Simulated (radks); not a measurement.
The numbers below are computed, except where a source is named.
Spherical quantum dot in the effective-mass picture: electrons in a well V = -V0 / (1 + exp((r - R)/a)) with V0 = 6.56, R = 5.22, a = 0.58, with a point charge +2 (a donor) at the centre, all in effective atomic units (hartree* = m*/eps^2 hartree, bohr* = eps/m* bohr), one dielectric constant everywhere. Level of theory: non-relativistic Kohn-Sham, r2SCAN, spin-polarised, spherical densities, generalised Kohn-Sham scheme (a radial shooting solver with Libxc functionals). Levels are named by radial order and angular momentum (1s, 1p, 1d, 2s, ...), and open shells are averaged over m. Results are scaled to m* = 0.088 and eps = 14.3, for which hartree* = 11.71 meV and bohr* = 8.599 nm.

N = 9, configuration 1s2 1p6 2s(up 1, down 0). This is the lowest configuration that the search found. Occupied and some empty levels:

level,occupation,eigenvalue (meV),<r> (nm)
1s up,1,-55.237,9.526
1s down,1,-54.737,10.39
2s up,1,-48.918,24.03
1p up,3,-48.734,25.35
1p down,3,-48.533,25.10
2s down,0,-48.424,23.52
1d up,0,-45.479,27.65
1d down,0,-45.144,27.57
1f up,0,-41.522,29.28
1f down,0,-41.089,29.29
2p up,0,-38.727,22.84
2p down,0,-38.556,22.91
1g up,0,-36.891,30.63
1g down,0,-36.379,30.70

Energy (meV): total -608.992, kinetic 62.038, external -806.66, Hartree 170.06, exchange-correlation -34.432.

Electron density:

r (nm),n(r) (e/nm^3)
2.14,0.002096
5.71,0.0004670
9.29,0.0001379
12.9,0.00006967
16.4,0.00006015
20.0,0.00006060
23.6,0.00005672
27.1,0.00004454
30.7,0.00002749
34.3,0.00001258
37.9,4.014e-06
41.4,8.644e-07
45.0,1.254e-07
